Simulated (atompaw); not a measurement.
# u(r) = r·R(r): atom against pseudo-atom (Ta)

Columns: radius, all-electron u(r) and pseudo u(r) of the 5p shell (level -38.57 eV) of tantalum in the configuration [Kr] 4d10 4f14 5s2 5p6 5d3.5 6s1.5 6p0; PBE, scalar-relativistic, PAW (atompaw) scheme, atompaw 4.2.0.5.

```csv
r (bohr),all-electron,pseudo
0.115,0.2612,0.0229
0.231,0.0171,0.0895
0.346,-0.4893,0.1914
0.462,-0.4138,0.3189
0.577,-0.0255,0.4562
0.692,0.3887,0.5905
0.808,0.7091,0.7102
0.923,0.9065,0.8033
1.038,1.0004,0.8646
1.154,1.0169,0.8918
1.269,0.9813,0.8859
1.385,0.9137,0.8517
1.500,0.8302,0.7960
1.615,0.7407,0.7259
1.731,0.6511,0.6469
1.846,0.5669,0.5665
1.962,0.4889,0.4889
2.077,0.4195,0.4195
2.192,0.3581,0.3581
2.308,0.3039,0.3039
2.423,0.2575,0.2575
2.538,0.2175,0.2175
2.654,0.1830,0.1830
2.769,0.1539,0.1539
2.885,0.1290,0.1290
3.000,0.1081,0.1081
```

(1) How many radial nodes do the two functions have?

(2) At about which radius was the pseudo-wave matched?

(3) Is the pseudo-wave norm-conserving?

Results:

(1) The all-electron 5p function has n − l − 1 = 3 (the table is too coarse to show those close to the nucleus); the pseudo-wave has 0, since the states of the same l below it are removed with the core.

(2) 1.95 bohr, where the columns begin to agree (steps of 0.12 bohr).

(3) No, it belongs to a PAW set: the norm inside the radius is not constrained, and the difference is carried by the augmentation charge.
